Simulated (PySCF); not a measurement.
A side-by-side comparison of computed properties.

First species: C4H10F2SSi.
InChI=1S/C4H10F2SSi/c1-3-7-4(2)8(5)6/h4,8H,3H2,1-2H3/t4-/m1/s1

Second species: t-crotononitrile, C4H5N.
SMILES: `C/C=C/C#N`

Levels: PBE0/pcSseg-1 for dipole moment, HOMO energy, LUMO energy and HOMO–LUMO gap; GFN2-xTB for rotational constant A and rotational constant C. Geometries: GFN2-xTB. Each species is one conformer at its optimised geometry, gas phase, non-relativistic unless stated. Electronic properties by PySCF.

The conformers computed, where there is a choice (atom-mapped SMILES and torsion angles):
- `[CH3:1][CH2:2][S:3][C@@H:4]([CH3:5])[SiH:6]([F:7])[F:8]`: C1–C2–S3–C4 -159°, C2–S3–C4–C5 -63°, S3–C4–Si6–F7 -90°

Q: Which has the higher rotational constant A?

A: The second: 38.716 GHz against 2.193 GHz, a difference of 36.523 GHz.

Q: Which of the two has the higher LUMO energy, and by how much?

A: The first: 0.32 eV against -1.32 eV, a difference of 1.64 eV.

Q: Which of the two has the higher rotational constant C, and by how much?

A: The second: 2.236 GHz against 0.731 GHz, a difference of 1.505 GHz.

Q: Which has the higher dipole moment?

A: The second: 4.75 D against 1.40 D, a difference of 3.35 D.

Q: Which of the two has the higher HOMO energy, and by how much?

A: The first: -6.62 eV against -7.98 eV, a difference of 1.36 eV.

Q: Which has the higher HOMO–LUMO gap?

A: The first: 6.94 eV against 6.66 eV, a difference of 0.28 eV.

On the first: In atomic units the dipole is 0.55 e·bohr (1 au = 2.5417 D).

On the second: A dipole of 4.75 D is allowed in Cs, and pure rotational transitions are dipole-allowed. The dipole matches unit charges of opposite sign 0.99 Å apart (1 e·Å = 4.8032 D).
